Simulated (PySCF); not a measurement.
C2H7IOSi2.
Z-matrix (Å and degrees, PBE0-D3(BJ)/def2-SVP geometry), rows numbered from 1:
```
I 
Si  1  2.4502
C   2  1.8929  1  111.38
C   3  1.5451  2  107.40  1   139.13
Si  4  1.8971  3  107.36  2   -30.01
O   2  1.6673  1  110.69  3   111.78
H   2  1.4868  1  106.51  3  -128.30
H   3  1.1020  2  107.25  1    20.12
H   3  1.1019  2  112.26  1   -96.46
H   4  1.1018  3  111.85  2  -154.75
H   4  1.1034  3  110.47  2    86.84
H   5  1.4922  4  113.49  3   -89.45
H   5  1.4894  4  113.65  3   144.25
```

Method: PySCF, PBE0-D3(BJ)/def2-SVP geometry optimisation, gas phase, def2 core potentials past Kr.

Masses are those of the commonest isotopes; rigid-rotor values at the optimised geometry. The values belong to one conformer with, in the numbering `[I:1][Si@H:2]1[CH2:3][CH2:4][SiH2:5][O:6]1`, I1–Si2–C3–C4 139°, Si2–C3–C4–Si5 -30°, C3–C4–Si5–O6 28°, C4–Si5–O6–Si2 -13°.

What are A, B and C (MHz)?

Ia = 142.96, Ib = 867.85, Ic = 928.59 u·Å²; 505379 MHz·u·Å²/I gives A = 3535, B = 582.3, C = 544.2 MHz.

Classify the top.

A near-prolate asymmetric top; Ray's κ = -0.975.

What does the inertial defect say?

Not planar: Δ = Ic − Ia − Ib = -82.23 u·Å². For a rigid frame Δ = −2 Σ m c², so Σ m c² = 41.11 u·Å² lies off the ab plane: 11.51 from hydrogen and 29.60 from heavier atoms. The atom farthest from that plane is 2.27 Å away.

Give the other two planar moments, Paa and Pbb, and the rms extents of the mass along the axes.

Paa = Σ m a² = (Ib + Ic − Ia)/2 = 826.73 and Pbb = Σ m b² = (Ia + Ic − Ib)/2 = 101.85 u·Å². With the mass M = 229.91 u, the rms extents √(P/M) along a, b and c are 1.90, 0.67, 0.42 Å.

Predict some low-J microwave lines.

The dipole components are |μa| = 2.20 D, |μb| = 1.87 D, |μc| = 0.24 D. The squared components, which scale the intensities, stand as 1.00 : 0.72 : 0.01 (a : b : c). Some lines, for components of 0.1 D or more:

```json
{"type": "a", "branch": "R", "J(Ka,Kc)": "1(0,1) ← 0(0,0)", "MHz": "1127", "lower level (cm⁻¹)": "0.000"}
{"type": "a", "branch": "R", "J(Ka,Kc)": "2(1,2) ← 1(1,1)", "MHz": "2215", "lower level (cm⁻¹)": "0.136"}
{"type": "a", "branch": "R", "J(Ka,Kc)": "2(0,2) ← 1(0,1)", "MHz": "2253", "lower level (cm⁻¹)": "0.038"}
{"type": "a", "branch": "R", "J(Ka,Kc)": "2(1,1) ← 1(1,0)", "MHz": "2291", "lower level (cm⁻¹)": "0.137"}
{"type": "c", "branch": "Q", "J(Ka,Kc)": "2(1,2) ← 2(0,2)", "MHz": "2915", "lower level (cm⁻¹)": "0.113"}
{"type": "c", "branch": "Q", "J(Ka,Kc)": "1(1,1) ← 1(0,1)", "MHz": "2953", "lower level (cm⁻¹)": "0.038"}
{"type": "b", "branch": "Q", "J(Ka,Kc)": "1(1,0) ← 1(0,1)", "MHz": "2991", "lower level (cm⁻¹)": "0.038"}
{"type": "b", "branch": "Q", "J(Ka,Kc)": "2(1,1) ← 2(0,2)", "MHz": "3029", "lower level (cm⁻¹)": "0.113"}
{"type": "b", "branch": "R", "J(Ka,Kc)": "1(1,1) ← 0(0,0)", "MHz": "4079", "lower level (cm⁻¹)": "0.000"}
{"type": "c", "branch": "R", "J(Ka,Kc)": "1(1,0) ← 0(0,0)", "MHz": "4117", "lower level (cm⁻¹)": "0.000"}
{"type": "b", "branch": "R", "J(Ka,Kc)": "2(1,2) ← 1(0,1)", "MHz": "5168", "lower level (cm⁻¹)": "0.038"}
{"type": "c", "branch": "R", "J(Ka,Kc)": "2(1,1) ← 1(0,1)", "MHz": "5282", "lower level (cm⁻¹)": "0.038"}
{"type": "c", "branch": "Q", "J(Ka,Kc)": "2(2,1) ← 2(1,1)", "MHz": "8858", "lower level (cm⁻¹)": "0.214"}
{"type": "b", "branch": "Q", "J(Ka,Kc)": "2(2,0) ← 2(1,1)", "MHz": "8858", "lower level (cm⁻¹)": "0.214"}
{"type": "b", "branch": "Q", "J(Ka,Kc)": "2(2,1) ← 2(1,2)", "MHz": "8972", "lower level (cm⁻¹)": "0.210"}
{"type": "b", "branch": "R", "J(Ka,Kc)": "2(2,1) ← 1(1,0)", "MHz": "11149", "lower level (cm⁻¹)": "0.137"}
{"type": "c", "branch": "R", "J(Ka,Kc)": "2(2,0) ← 1(1,0)", "MHz": "11150", "lower level (cm⁻¹)": "0.137"}
{"type": "c", "branch": "R", "J(Ka,Kc)": "2(2,1) ← 1(1,1)", "MHz": "11187", "lower level (cm⁻¹)": "0.136"}
{"type": "b", "branch": "R", "J(Ka,Kc)": "2(2,0) ← 1(1,1)", "MHz": "11188", "lower level (cm⁻¹)": "0.136"}
```

Estimate the classical rotational partition function at 10 K, 100 K and 200 K.

Point group C1, symmetry number σ = 1; q = (√π/σ)·√((kT/h)³/(ABC)), k/h = 20836.6 MHz/K: 5040 at 10 K, 159000 at 100 K, 450000 at 200 K.

PBE0-D3(BJ)/def2-SVP frequencies: not computed here. These are rigid-rotor constants of the computed structure; measured ground-state constants (B0) also hold zero-point vibration. Quadrupole hyperfine structure (127I) is left out.
